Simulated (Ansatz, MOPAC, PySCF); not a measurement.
Complex: CH4O (SMILES CO) (first 6 atoms) with C3H8 (SMILES CCC); geometry from B3LYP-D3(BJ)/def2-TZVP, rigid monomers moved along the line of their centres of mass till H6···C7 is 4.77 Å.
(charge 0, multiplicity 1):
| atom | x (Å) | y (Å) | z (Å) |
|---|---|---|---|
| C | 0.4843 | 0.2433 | -0.2798 |
| O | -0.5138 | -0.5181 | 0.3832 |
| H | 0.7516 | 1.1470 | 0.2786 |
| H | 0.0681 | 0.5428 | -1.2407 |
| H | 1.3934 | -0.3402 | -0.4639 |
| H | -0.1745 | -0.7962 | 1.2398 |
| C | -0.2934 | -1.1966 | 5.9934 |
| C | -0.0146 | 0.1686 | 6.6169 |
| C | 0.3458 | 1.2305 | 5.5811 |
| H | -0.5253 | -1.9476 | 6.7505 |
| H | -1.1449 | -1.1496 | 5.3094 |
| H | 0.5761 | -1.5581 | 5.4352 |
| H | 0.7977 | 0.0774 | 7.3437 |
| H | -0.8936 | 0.4938 | 7.1806 |
| H | 0.5273 | 2.2002 | 6.0478 |
| H | 1.2529 | 0.9533 | 5.0365 |
| H | -0.4558 | 1.3555 | 4.8496 |

Counterpoise-corrected where a basis set is named; no monomer relaxation. Rows marked so take none.

Rows in 6-31G* carry no dispersion term and start afresh at each structure (6-31G* with six Cartesian d functions). MP2/6-31G* freezes PySCF's default core. The state reached by PM3, PM6, PM7 isn't checked; PM7 holds dispersion and hydrogen-bond terms.

Run with Ansatz (an electronic-structure program) with Gaussian orbitals; MOPAC for PM3, PM6, PM7 (differences of heats of formation); PySCF for 6-31G* rows, the dispersion terms. 

Other levels give for the interaction energy: PBE/def2-TZVPPD -5.3; B3LYP/def2-TZVPPD -1.0; B3LYP-D3(BJ)/def2-TZVPPD -9.2; wB97M-V/def2-TZVPPD -10.1 meV.

Question: What do these common cheap choices give for the same quantity: PM3, PM6, PM7, HF/6-31G*, HF/6-31G* (no counterpoise), B3LYP/6-31G*, B3LYP/6-31G* (no counterpoise), MP2/6-31G* (no counterpoise)?

Answer: PM3 -1.2; PM6 -2.2; PM7 -9.1; HF/6-31G* -2.6; HF/6-31G* (no counterpoise) -3.1; B3LYP/6-31G* -1.5; B3LYP/6-31G* (no counterpoise) -2.3; MP2/6-31G* (no counterpoise) -6.6 meV. They span -9.1 to -1.2 meV.
